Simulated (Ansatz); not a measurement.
Ansatz (a first-principles code) input (CCSD(T)/aug-cc-pV(D+d)Z):
A basis named .json is the Basis Set Exchange file of that set.

Ansatz 0.2 input:
```yaml
crystal:
  periodic: [false, false, false]
  atoms:
    - {symbol: O, position_ang: [-0.72623486, -1.22786515, -0.00080347]}
    - {symbol: S, position_ang: [0.00000000, -0.00000000, -0.00000000]}
    - {symbol: O, position_ang: [-0.69887984, 1.24210367, -0.06177353]}
    - {symbol: O, position_ang: [1.42511470, -0.01423852, 0.06257700]}
basis:
  gaussian:
    orbitals: aug-cc-pV_D+d_Z.json
total_charge: 1
magnetization: {spin_polarized: true, initial_magnetization: 1}
correlation: {method: ccsd_t, electrons: outside_noble_gas}
output: {forces: true}
```

End of the output:

```
8 core orbitals not correlated
reference -16914.50052967 eV, -621.5964294051 hartree; 12, 11 occupied and 81, 82 virtual orbitals, 968 factors
densities: 1.29 GiB planned
second order -20.63764290 eV of doubles, -0.00000000 eV of singles
coupled cluster: 0.85 GiB planned
cycle   1  -20.33459838 eV  change   -1.3e-5 eV  update   1.9e-6
coupled cluster: 0.86 GiB planned
perturbative correction -1.06287963 eV, -0.0390601058 hartree
the calculation of the forces begins
Total energy: -16935.89800767 eV, -622.3827722180 hartree
Atom 0 at    -0.726235    -1.227865    -0.000803 Å, force    -0.979347    -1.655809    -0.001084 eV/Å
Atom 1 at     0.000000    -0.000000    -0.000000 Å, force     0.000004     0.000006     0.000000 eV/Å
Atom 2 at    -0.698880     1.242104    -0.061774 Å, force    -0.942458     1.675006    -0.083303 eV/Å
Atom 3 at     1.425115    -0.014239     0.062577 Å, force     1.921801    -0.019202     0.084387 eV/Å
Dipole moment:    -0.000000    -0.000000    -0.000000 e Å
```

The determinant is spin-contaminated: <S^2> is 0.85 against 0.75 for a pure state.
